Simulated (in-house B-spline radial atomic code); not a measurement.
A fraction x of an electron is removed from 4s in neutral iron, starting from [Ar] 3d6 4s2 and keeping the highest spin. Computed with a radial B-spline atomic code at the basis-set limit: non-relativistic PBEsol, spin-polarised, spherical fractional occupations, point nucleus.

```csv
x,E(x) - E(0) (eV),4s down level (eV)
0,0.0000,-4.795
0.06,0.2981,-5.140
0.18,0.9565,-5.834
0.28,1.5689,-6.415
0.43,2.5966,-7.287
0.5,3.1210,-7.693
0.73,5.0429,-9.016
0.76,5.3159,-9.188
0.94,7.0630,-10.228
1,7.6868,-
```

The exact functional would give a straight line between the two integer points. Deviations E(x) - E(0) - x[E(1) - E(0)], in eV: -0.163 at x = 0.06, -0.427 at x = 0.18, -0.583 at x = 0.28, -0.709 at x = 0.43, -0.722 at x = 0.5, -0.568 at x = 0.73, -0.526 at x = 0.76, -0.163 at x = 0.94.

The curve lies below the straight line by up to 0.722 eV (at x = 0.5): convex, the delocalisation error that favours fractional charges.

(1) How well does Slater's transition state (minus the level at half occupation) give the ionisation energy?

## Answers

(1) It gives 7.693 eV against 7.687 eV from the two total energies; NIST lists 7.90 eV, ground level to ground level.
